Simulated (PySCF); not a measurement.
A GIAO shielding run with PySCF 2.14 (density fitting, non-relativistic, gas phase) on SMILES C[SiH2]CCc1ncco1, C₆H₁₁NOSi:

```
$ OMP_NUM_THREADS=1 python probes_run.py task.json out

{"job": {"kind": "nmr", "xc": "PBE0", "basis": "pcSseg-1"}, "charge": 0, "multiplicity": 1}
C     -1.320701     1.595450    -0.117886
Si    -1.984869    -0.023530    -0.848446
C     -1.065306    -1.548495    -0.157439
C      0.413436    -1.627639    -0.552133
C      1.204637    -0.535234     0.062717
N      1.849226     0.402988    -0.556580
C      2.405815     1.170172     0.427415
C      2.064160     0.643714     1.629871
O      1.298785    -0.447248     1.402959
H     -0.365470     1.862473    -0.559819
H     -1.180125     1.524366     0.957829
H     -2.007987     2.415262    -0.303798
H     -3.399843    -0.180890    -0.478867
H     -1.853778    -0.019926    -2.310095
H     -1.137080    -1.571330     0.931241
H     -1.559078    -2.452593    -0.516306
H      0.529107    -1.553198    -1.632913
H      0.830186    -2.584450    -0.221256
H      2.998666     2.030267     0.196221
H      2.275072     0.910521     2.644249
```

Hardware: 1 thread of an Arm Neoverse V2, shared host. The job also computes population analyses, field gradients, ring-centre shieldings.

(1) How large is the calculation?

(2) How long does it take, and how much memory does it need?

Results:

(1) 76 electrons, 215 basis functions and 1130 auxiliary functions.

(2) 44 s of wall time, with 14 SCF cycles and 5 response iterations; peak memory 0.96 GiB. Times on a shared host scatter by some tens of per cent.
